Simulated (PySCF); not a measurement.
A calculated (UHF, PySCF 2.14, aug-cc-pVDZ-DK, scalar relativity by spin-free X2C-1e) atom or ion has these occupied shells.

```csv
shell,electrons,orbital energy (eV),"rms radius, mean of both spins (bohr)"
1s β,1,-8429.5,0.0624
1s α,1,-8429.4,0.0624
2s α,1,-1080.6,0.265
2s β,1,-1077.4,0.265
2p α,3,-929.83,0.238
2p β,3,-926.55,0.238
3s α,1,-167.71,0.790
3s β,1,-159.87,0.790
3p α,3,-122.07,0.837
3p β,3,-112.22,0.837
3d α,5,-48.233,1.01
3d β,2,-44.318,1.01
4s β,1,-26.904,2.56
```

Name the element and its charge.

Ni²⁺ (nickel, charge +2), in [Ar] 3d7 4s1, 4s spin antiparallel (an excited configuration).
